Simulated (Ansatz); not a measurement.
Ansatz results at the PBE0-D4/def2-TZVP geometry: LUMO energy (PBE0/def2-TZVPP) -1.34 eV; LUMO energy (ωB97M-V/def2-TZVPP) 0.98 eV; LUMO energy (B3LYP/def2-TZVPP) -1.63 eV.

Each molecule was computed in one conformer, which needn't be the lowest.

Which molecule gave them?
A. `C[NH][Ge]([O]C)([O]C)[O]C`
B. `[SH][Ge]([SH])([Cl])[Cl]`
C. `[OH][GeH]([F])[F]`
D. `CC(=O)[O][Ge]([F])([F])[F]`

D. The others give `C[NH][Ge]([O]C)([O]C)[O]C`: 0.46, 2.07, 0.14; `[SH][Ge]([SH])([Cl])[Cl]`: -1.81, 0.22, -2.09; `[OH][GeH]([F])[F]`: -0.15, 1.68, -0.56.

B3LYP here is the variant with VWN-RPA as its local correlation; programs differ in this.
